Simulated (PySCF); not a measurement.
**Nuclear quadrupole coupling in `C1CNN(C2CC2)C1`**

Compound: C6H12N2.
Cartesian coordinates in Å at the GFN2-xTB level; atoms count from 1:
```
atom  x, y, z in Å
C1    -2.0896    0.6562   -0.1652
C2    -2.1719   -0.8246    0.2707
N3    -0.8191   -1.3355    0.1638
N4    -0.0455   -0.2290    0.6256
C5     1.3504   -0.4874    0.5227
C6     2.3664    0.5978    0.3890
C7     2.1479   -0.3524   -0.7547
C8    -0.5977    0.9822    0.0128
H9    -2.7239    1.2874    0.4522
H10   -2.3925    0.7748   -1.2058
H11   -2.4613   -0.8911    1.3219
H12   -2.8608   -1.4156   -0.3307
H13   -0.6042   -1.5246   -0.8259
H14    1.6047   -1.3297    1.1569
H15    2.0263    1.6148    0.2715
H16    3.2749    0.5125    0.9651
H17    2.9016   -1.0945   -0.9670
H18    1.6601    0.0292   -1.6396
H19   -0.4337    1.8201    0.6915
H20   -0.1371    1.2199   -0.9578
```

Field gradients from the PBE0/pcSseg-1 density (PySCF, non-relativistic), principal values in atomic units, ordered |Vxx| ≤ |Vyy| ≤ |Vzz|:

| atom | Vxx | Vyy | Vzz |
| --- | --- | --- | --- |
| N3 | 0.3872 | 0.9408 | -1.3281 |
| N4 | 0.5033 | 0.9743 | -1.4776 |

Q: Find the asymmetry η = (Vxx − Vyy)/Vzz and the couplings χ = eQV/h (234.96 MHz × Q in barn × V in au), with Q(14N) = 0.02044 b.

A: 
```tsv
atom	environment	nucleus	η	χzz (MHz)	χxx (MHz)	χyy (MHz)
N3	hydrazine nitrogen	14N	0.42	-6.38	1.86	4.52
N4	hydrazine nitrogen	14N	0.32	-7.10	2.42	4.68
```

Q: What is Vzz at N4 in SI units (1 au = 9.71736 × 10²¹ V/m²)?

A: -1.4776 au = -14.359 × 10²¹ V/m².

Q: And the gradient at the other heavy atoms, for which no coupling is worked out here?

A: 
| atom | environment | Vzz (au) | η |
| --- | --- | --- | --- |
| C1 | ring CH2 carbon | 0.087 | 0.63 |
| C2 | sp3 carbon bound to nitrogen | 0.207 | 0.55 |
| C5 | sp3 carbon bound to nitrogen | 0.262 | 0.42 |
| C6 | three-membered-ring carbon | 0.181 | 0.13 |
| C7 | three-membered-ring carbon | 0.190 | 0.43 |
| C8 | sp3 carbon bound to nitrogen | 0.203 | 0.36 |

Were the hydrogens deuterons (Q(2H) = 0.00286 b), χzz would run from 192 kHz (H20) to 236 kHz (H13).

Geometry: GFN2-xTB, one conformer, isolated molecule. GFN2-xTB bond lengths can be off by several hundredths of an ångström, more for odd bonds, and the gradients follow them. The small basis limits the accuracy of the gradients.
